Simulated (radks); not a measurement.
All-electron atom: Al3+ in [Ne] (the NIST ground configuration).

Method: non-relativistic Kohn-Sham, LDA (Slater exchange, Perdew-Wang correlation), spin-polarised, spherical densities, point nucleus; computed with a radial shooting solver on a logarithmic mesh with Libxc functionals.

Energy parts (hartree):
part                      energy
total                 -239.34283
kinetic                238.75491
electron-nucleus      -559.79182
Hartree                 98.41462
exchange-correlation   -16.72054

Orbitals (lengths in bohr, moments of r in powers of bohr):
| orbital | occ. | eigenvalue (hartree) | <1/r> | <r^2> |
|---|---|---|---|---|
| 1s | 2 | -56.46220 | 12.53 | 0.01969 |
| 2s | 2 | -5.20073 | 2.331 | 0.4710 |
| 2p | 6 | -3.82998 | 2.221 | 0.4526 |

The highest occupied level is 2p at -104.22 eV. The density falls to 0.001 e/bohr^3 at r = 1.98 bohr. Summed over all electrons, <r^2> = 3.697 bohr^2, which gives a Langevin (diamagnetic) susceptibility term of -2.93 x 10^-6 cm^3/mol. The electron density at the nucleus is 1388 e/bohr^3. Virial ratio -V/T = 2.00246.
